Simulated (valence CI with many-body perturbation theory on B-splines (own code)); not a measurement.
E1 line list for Dy³³⁺

Computed by configuration interaction combined with many-body perturbation theory (CI+MBPT): five valence electrons over a frozen Dirac-Fock core [Ar] 3d10, radial functions for each j: 11 s, 11 p, 10 d, 8 f, 5 g, 2 h, with the one-electron correlation potential Σ1 (screened to all orders), the two-electron term Σ2, the three-electron term Σ3, Breit, model QED; selected single and double excitations, second order for the rest, scaled by the run's own slope (own B-spline code, finite nucleus).

The last digits are not significant, and no measured levels were compared; by estimate large intervals hold to a few tenths of a per cent, small ones and those within an open d or f shell to about a per cent. Among the levels kept, up to 2100 cm⁻¹ of a level comes from second order outside the variational space, and about a tenth of that is noise between levels of different J, which matters for small intervals.

Lines 151 to 200 of 559 in falling wavelength, among levels below 387.40 eV, chosen from the strongest by gf and those to the six lowest levels. Wavelengths and rates use the calculated energies. Electric multipoles are in the length gauge, E1 and E2 with the static RPA response of the core. Weak lines are less certain than strong ones. Lines between different terms over intervals too small for the method are left out, as are lines whose strength nearly cancels. Where a level lies close to another of its J and parity, the split of strength between their lines is uncertain. The highest levels of a list are the least certain.

Levels are named by their leading jj configuration (3d3/2^4 stands for four electrons in 3d with j = 3/2), which in mixed levels can hold well under half, so a name can repeat and another be missing. Letters in brackets count levels of one name in rising energy.

```
λ vac (Å)                               Upper                               Lower   A (s⁻¹)  log gf  Branch %
    86.83  (4s 4p1/2 4p3/2^2 4d5/2) J=3/2 [d]  (4s^2 4p1/2 4p3/2 4d5/2) J=3/2 [a]  6.32e+10   -0.54      10.2
    86.58  (4s 4p1/2^2 4p3/2 4d5/2) J=3/2 [c]          (4s 4p1/2^2 4p3/2^2) J=3/2  2.33e+11    0.02      67.9
    86.46  (4s 4p1/2 4p3/2^2 4d5/2) J=5/2 [b]      (4s^2 4p1/2 4p3/2 4d3/2) J=7/2  4.94e+10   -0.48      20.8
    86.46          (4s^2 4p1/2^2 4d5/2) J=5/2          (4s^2 4p1/2^2 4p3/2) J=3/2  1.59e+11    0.03      98.4
    86.41  (4s^2 4p1/2 4p3/2 4d5/2) J=3/2 [a]          (4s^2 4p1/2 4p3/2^2) J=3/2  1.36e+11   -0.22      50.1
    86.39  (4s^2 4p3/2 4d3/2 4d5/2) J=7/2 [c]          (4s^2 4p3/2^2 4d3/2) J=7/2  9.45e+10   -0.07      10.3
    86.31  (4s 4p1/2 4p3/2^2 4d3/2) J=1/2 [e]  (4s^2 4p1/2 4p3/2 4d5/2) J=3/2 [b]  2.28e+11   -0.29      26.7
    86.24  (4s 4p1/2 4p3/2^2 4d5/2) J=5/2 [c]            (4s 4p1/2 4p3/2^3) J=5/2  2.34e+10   -0.81       5.6
    86.12  (4s^2 4p1/2 4p3/2 4f7/2) J=7/2 [b]  (4s^2 4p1/2 4p3/2 4d5/2) J=7/2 [b]  1.84e+10   -0.79       3.1
    86.06  (4s^2 4p3/2 4d3/2 4d5/2) J=5/2 [c]      (4s^2 4p3/2^2 4d3/2) J=3/2 [a]  5.45e+10   -0.44       7.4
    86.02          (4s^2 4p1/2 4d5/2^2) J=3/2  (4s^2 4p1/2 4p3/2 4d5/2) J=3/2 [b]  4.37e+10   -0.71       5.8
    85.96          (4s^2 4p1/2 4d5/2^2) J=1/2      (4s^2 4p1/2 4p3/2 4d5/2) J=1/2  1.07e+11   -0.62      15.5
    85.93  (4s^2 4p1/2 4p3/2 4d5/2) J=5/2 [a]          (4s^2 4p1/2 4p3/2^2) J=5/2  1.54e+11    0.01      37.2
    85.90  (4s^2 4p1/2 4p3/2 4f7/2) J=7/2 [c]  (4s^2 4p1/2 4p3/2 4d5/2) J=5/2 [b]  2.09e+10   -0.73       3.2
    85.88          (4s^2 4p1/2 4d5/2^2) J=9/2      (4s^2 4p1/2 4p3/2 4d5/2) J=9/2  6.32e+10   -0.16      50.0
    85.85  (4s 4p1/2^2 4p3/2 4d5/2) J=3/2 [b]          (4s 4p1/2^2 4p3/2^2) J=1/2  1.12e+11   -0.31      39.2
    85.84      (4s^2 4p1/2 4d3/2 4d5/2) J=5/2  (4s^2 4p1/2 4p3/2 4d3/2) J=3/2 [b]  5.45e+10   -0.44       7.8
    85.80  (4s^2 4p1/2 4p3/2 4f7/2) J=7/2 [a]      (4s^2 4p1/2 4p3/2 4d5/2) J=9/2  5.95e+10   -0.28      22.9
    85.72  (4s 4p1/2 4p3/2^2 4d5/2) J=3/2 [d]  (4s^2 4p1/2 4p3/2 4d3/2) J=3/2 [b]  3.72e+10   -0.79       6.0
    85.71          (4s^2 4p1/2 4d5/2^2) J=5/2  (4s^2 4p1/2 4p3/2 4d5/2) J=3/2 [b]  6.23e+10   -0.39      10.1
    85.67          (4s^2 4p1/2 4d5/2^2) J=5/2  (4s^2 4p1/2 4p3/2 4d5/2) J=7/2 [b]  2.19e+11    0.16      35.5
    85.65          (4s^2 4p1/2^2 4f5/2) J=5/2          (4s^2 4p1/2^2 4d5/2) J=5/2  5.04e+10   -0.48      22.9
    85.62  (4s 4p1/2 4p3/2^2 4d5/2) J=5/2 [c]      (4s^2 4p1/2 4p3/2 4d3/2) J=7/2  7.46e+10   -0.31      17.9
    85.48      (4s^2 4p3/2 4d3/2 4d5/2) J=1/2      (4s^2 4p3/2^2 4d3/2) J=3/2 [a]  2.27e+11   -0.30      20.6
    85.40  (4s 4p1/2 4p3/2^2 4d5/2) J=7/2 [e]  (4s^2 4p1/2 4p3/2 4d5/2) J=7/2 [a]  3.80e+10   -0.48      17.4
    85.39  (4s 4p1/2 4p3/2^2 4d5/2) J=1/2 [b]            (4s 4p1/2 4p3/2^3) J=3/2  1.58e+11   -0.46      45.3
    85.34  (4s 4p1/2 4p3/2^2 4d5/2) J=3/2 [a]  (4s^2 4p1/2 4p3/2 4d3/2) J=3/2 [a]  7.68e+10   -0.47      18.9
    85.32  (4s 4p1/2 4p3/2^2 4d5/2) J=5/2 [d]            (4s 4p1/2 4p3/2^3) J=5/2  4.39e+10   -0.54      12.7
    85.31          (4s^2 4p3/2 4d5/2^2) J=7/2          (4s^2 4p3/2^2 4d3/2) J=7/2  2.84e+10   -0.61       5.2
    85.23          (4s^2 4p1/2 4d3/2^2) J=1/2  (4s^2 4p1/2 4p3/2 4d3/2) J=1/2 [a]  1.08e+11   -0.63      20.6
    85.20  (4s^2 4p3/2 4d3/2 4d5/2) J=5/2 [d]          (4s^2 4p3/2^2 4d3/2) J=5/2  2.64e+10   -0.76       3.8
    85.06  (4s 4p1/2 4p3/2^2 4d5/2) J=7/2 [c]            (4s 4p1/2 4p3/2^3) J=5/2  3.06e+10   -0.58      11.4
    85.01  (4s 4p1/2 4p3/2^2 4d5/2) J=5/2 [f]  (4s^2 4p1/2 4p3/2 4d5/2) J=7/2 [a]  2.31e+10   -0.82       3.4
    84.97  (4s^2 4p3/2 4d3/2 4d5/2) J=7/2 [c]          (4s^2 4p3/2^2 4d5/2) J=9/2  9.02e+10   -0.11       9.8
    84.93      (4s^2 4p3/2 4d3/2 4d5/2) J=3/2          (4s^2 4p3/2^2 4d3/2) J=5/2  2.46e+11    0.03      21.0
    84.91  (4s^2 4p1/2 4d3/2 4d5/2) J=3/2 [b]  (4s^2 4p1/2 4p3/2 4d5/2) J=3/2 [a]  5.84e+10   -0.60       6.8
    84.82  (4s 4p1/2 4p3/2^2 4d3/2) J=3/2 [e]            (4s 4p1/2 4p3/2^3) J=5/2  5.52e+10   -0.62       9.9
    84.79  (4s^2 4p3/2 4d3/2 4d5/2) J=5/2 [d]      (4s^2 4p3/2^2 4d3/2) J=3/2 [a]  4.30e+10   -0.56       6.2
    84.78  (4s^2 4p1/2 4p3/2 4d5/2) J=3/2 [c]          (4s^2 4p1/2 4p3/2^2) J=1/2  2.40e+11    0.01      75.9
    84.73          (4s^2 4p3/2 4d5/2^2) J=5/2          (4s^2 4p3/2^2 4d3/2) J=7/2  2.27e+10   -0.83       4.0
    84.72  (4s 4p1/2 4p3/2^2 4d5/2) J=5/2 [d]      (4s^2 4p1/2 4p3/2 4d3/2) J=7/2  7.80e+10   -0.30      22.5
    84.72  (4s 4p1/2^2 4p3/2 4d5/2) J=3/2 [c]          (4s 4p1/2^2 4p3/2^2) J=1/2  6.43e+10   -0.56      18.7
    84.64  (4s 4p1/2 4p3/2^2 4d5/2) J=1/2 [c]  (4s^2 4p1/2 4p3/2 4d5/2) J=3/2 [a]  6.70e+10   -0.84      11.5
    84.59  (4s 4p1/2 4p3/2^2 4d5/2) J=5/2 [a]            (4s 4p1/2 4p3/2^3) J=3/2  6.89e+10   -0.35      24.1
    84.55  (4s^2 4p1/2 4p3/2 4f7/2) J=7/2 [b]  (4s^2 4p1/2 4p3/2 4d5/2) J=5/2 [a]  6.27e+10   -0.27      10.4
    84.50  (4s^2 4p1/2 4p3/2 4f5/2) J=3/2 [b]  (4s^2 4p1/2 4p3/2 4d5/2) J=5/2 [b]  3.74e+10   -0.80       5.2
    84.42          (4s^2 4p1/2 4d5/2^2) J=3/2  (4s^2 4p1/2 4p3/2 4d5/2) J=5/2 [a]  1.53e+11   -0.18      20.2
    84.37  (4s^2 4p1/2 4p3/2 4d5/2) J=7/2 [b]          (4s^2 4p1/2 4p3/2^2) J=5/2  2.46e+11    0.32     100.0
    84.34  (4s^2 4p3/2 4d3/2 4d5/2) J=7/2 [c]          (4s^2 4p3/2^2 4d3/2) J=5/2  6.03e+10   -0.29       6.6
    84.33  (4s 4p1/2^2 4p3/2 4d5/2) J=7/2 [a]          (4s 4p1/2^2 4p3/2^2) J=5/2  1.72e+11    0.17      87.9
```

Question: How does gf follow from A for the line at 85.23 Å?

Answer: gf = 1.4992 × (2J+1)_upper × A / σ², with σ = 1173348 cm⁻¹ and 2J+1 = 2: gf = 0.235.
